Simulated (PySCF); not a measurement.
Run record: excited-state job, `OB(C1C(=C)C(C=1)=C)O`.

Method: TDDFT PBE0/def2-SVPD, vertical, gas phase, core orbitals frozen in the response (PySCF 2.14.0, density-fitted response routines). Geometry: GFN2-xTB. The input is one job of a driver script: a line of settings, then coordinates in Å.

Command:
```bash
OMP_NUM_THREADS=1 python probes_run.py task.json out
```

Input:
```
{"job": {"kind": "uv", "xc": "PBE0", "basis": "def2-SVPD", "nstates": 8, "ntriplets": 3}, "charge": 0, "multiplicity": 1}
C      2.584550    -1.279129    -0.272074
C      1.354395    -0.805963    -0.151952
C     -0.002439    -1.360386    -0.148238
C     -0.595834    -0.141652     0.011908
B     -2.072919     0.355230     0.129788
O     -2.322253     1.676591     0.236517
O     -3.135641    -0.503579     0.129031
C      0.726795     0.537193     0.028074
C      1.147113     1.782066     0.152267
H      3.441906    -0.628511    -0.248521
H      2.776026    -2.332039    -0.399549
H     -0.370563    -2.367199    -0.244135
H     -3.254153     1.888481     0.304006
H     -2.923359    -1.431463     0.051066
H      0.443900     2.587718     0.274925
H      2.194877     2.031586     0.135475
```

Output:
```
coarse grid: 14120 points
cycle   1  E = -407.2115201706  dE =  1.501e+00  |g| = 8.450e-01  |ddm| = 9.541e+00
cycle   2  E = -407.0629367654  dE =  1.486e-01  |g| = 1.221e+00  |ddm| = 2.742e+00
cycle   3  E = -407.3532202546  dE = -2.903e-01  |g| = 1.288e-01  |ddm| = 1.531e+00
cycle   4  E = -407.3566570265  dE = -3.437e-03  |g| = 6.665e-02  |ddm| = 3.789e-01
cycle   5  E = -407.3577176304  dE = -1.061e-03  |g| = 2.515e-02  |ddm| = 1.576e-01
cycle   6  E = -407.3578724979  dE = -1.549e-04  |g| = 3.168e-03  |ddm| = 3.995e-02
cycle   7  E = -407.3578739016  dE = -1.404e-06  |g| = 2.047e-03  |ddm| = 9.063e-03
final grid: 138480 points
cycle   8  E = -407.4279377486  dE = -4.772e-05  |g| = 8.618e-03  |ddm| = 3.135e-01
cycle   9  E = -407.4279213171  dE =  1.643e-05  |g| = 1.213e-02  |ddm| = 3.613e-02
cycle  10  E = -407.4279548130  dE = -3.350e-05  |g| = 1.888e-03  |ddm| = 2.004e-02
cycle  11  E = -407.4279557703  dE = -9.573e-07  |g| = 3.848e-04  |ddm| = 4.334e-03
cycle  12  E = -407.4279558008  dE = -3.052e-08  |g| = 1.352e-04  |ddm| = 7.886e-04
cycle  13  E = -407.4279558048  dE = -4.022e-09  |g| = 2.062e-05  |ddm| = 3.032e-04
cycle  14  E = -407.4279558049  dE = -8.424e-11  |g| = 1.243e-05  |ddm| = 6.835e-05
converged SCF energy = -407.4279558049

Static polarisability (au): isotropic 97.506, principal 55.639 105.922 130.957

Singlet excitations
state   eV       nm        f      main configurations
  1   4.3234    286.8   0.03898   H->L 0.70, H-1->L 0.24
  2   4.8372    256.3   0.16025   H-1->L 0.54, H->L 0.23, H->L+1 0.13
  3   5.8431    212.2   0.00479   H-2->L 0.97
  4   5.8848    210.7   0.46544   H->L+1 0.55, H-1->L 0.20, H-1->L+1 0.17
  5   5.9252    209.2   0.00234   H->L+2 0.97
  6   6.3286    195.9   0.44652   H-1->L+1 0.70, H->L+1 0.23
  7   6.4691    191.7   0.00014   H-4->L 0.91
  8   6.5194    190.2   0.00072   H-1->L+2 0.89

Triplet excitations (Tamm-Dancoff, eV): 2.7666 3.5551 4.1823
```

The SCF starts on a coarse grid where the log names one; the energy can jump when the final grid takes over, and dE then counts from the start density on the new grid. H and L stand for HOMO and LUMO; the number after each pair is its weight.

Question: Give S1 in cm⁻¹ and kJ/mol.

Answer: 4.3234 eV × 8065.54 = 34871 cm⁻¹; × 96.485 = 417.1 kJ/mol.

Question: How does the lowest singlet excitation compare with the HOMO–LUMO gap?

Answer: HOMO -6.80 eV and LUMO -1.59 eV give a gap of 5.21 eV; S1 at 4.32 eV lies 0.89 eV below it.

Main results: HOMO -6.80 eV, LUMO -1.59 eV; lowest singlet 4.32 eV; lowest triplet 2.77 eV (Tamm–Dancoff); mean polarisability 97.5 au.

The run took 50 s on one thread of an Arm Neoverse V2, shared host.

One conformer stands for the species.
Labels such as C1 count atoms from 1, the log's own numbers from 0.
